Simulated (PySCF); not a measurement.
## NMR data sheet: C4H8ClFSi2

```
Formula                               : C4H8ClFSi2
SMILES                                : F[SiH2][SiH2]C1=C(Cl)CC1
Point group of the computed structure : C1
Degrees of unsaturation               : 2
Carbon signals                        : 4
Proton signals                        : 4
```

Mapped SMILES: `[F:1][SiH2:2][SiH2:3][C:4]1=[C:5]([Cl:6])[CH2:7][CH2:8]1` (H(Xn): hydrogen on atom n).

Theory: GFN2-xTB structure, NMR shieldings at PBE0/pcSseg-1/GIAO, in PySCF 2.14.0 with density-fitted response routines (non-relativistic, one averaged value for each set of equivalent atoms, no solvent, one computed conformer).

Referencing at the same level of theory: $^{1}$H, $^{13}$C, $^{29}$Si vs TMS; CFCl3 for $^{19}$F.

| carbon | δC, type | δH (multiplicity) | HMBC from (2–3 bonds) | span of the C tensor (ppm) |
| --- | --- | --- | --- | --- |
| C4 | 148.8, C | – | H(Si2), H(Si3), H(C7), H(C8) | 205 |
| C5 | 158.6, C | – | H(Si3), H(C7), H(C8) | 201 |
| C7 | 42.1, CH2 | 2.92 (m) | H(C8) | 32 |
| C8 | 30.5, CH2 | 2.43 (m) | H(Si3), H(C7) | 34 |

Other nuclei:
```json
{"atoms": "H(Si2)", "nucleus": "$^{1}$H", "environment": "hydrogen on a silicon bonded to F, Si", "δ (ppm)": "5.86", "σ (ppm)": "25.86"}
{"atoms": "H(Si3)", "nucleus": "$^{1}$H", "environment": "hydrogen on a silicon bonded to C, Si", "δ (ppm)": "4.23", "σ (ppm)": "27.48"}
{"atoms": "F1", "nucleus": "$^{19}$F", "environment": "fluorine bonded to Si", "δ (ppm)": "-255.7", "σ (ppm)": "426.6"}
{"atoms": "Si2", "nucleus": "$^{29}$Si", "environment": "silicon bonded to F, Si, 2 H", "δ (ppm)": "4.6", "σ (ppm)": "344.6"}
{"atoms": "Si3", "nucleus": "$^{29}$Si", "environment": "silicon bonded to C, Si, 2 H", "δ (ppm)": "-97.7", "σ (ppm)": "446.9"}
```

- Carbon types of the structure: 2 × C, 2 × CH2, leaving 4 H on heteroatoms.
- δC 158.6, 148.8: fully substituted alkene carbon; as expected for a trigonal carbon in a double bond.
- δC 42.1, 30.5: allylic sp3 CH2; a saturated carbon with 2 carbon neighbours and no heteroatom attached.
- δH 5.86: hydrogen on a silicon bonded to F, Si.
- δH 4.23: hydrogen on a silicon bonded to C, Si.
- δH 2.92, 2.43: hydrogen on an allylic sp3 CH2; allylic position.

Carbons that carry Cl, above all several Cl atoms, come out too deshielded, partly because spin–orbit coupling is missing. Splittings by $^{19}$F in the carbon and heteronuclear signals aren't shown, as no couplings were computed. Shifts are as computed. Against solution values, carbons near 30 ppm lie about +3 ppm off and those near 130 ppm about +5 ppm; carbons on Cl a further +6 ppm. Of 1309 compounds with measured shifts, 239 miss one by over three times the rms of a fit or turn the order of signals round; such compounds aren't used in these exercises. Unscaled 19F shifts against computed CFCl3 carry errors that often reach 10 to 50 ppm. Multiplicities follow the n + 1 count of equivalent neighbours, as no J values were calculated; m marks all less simple cases, F and P coupling included.
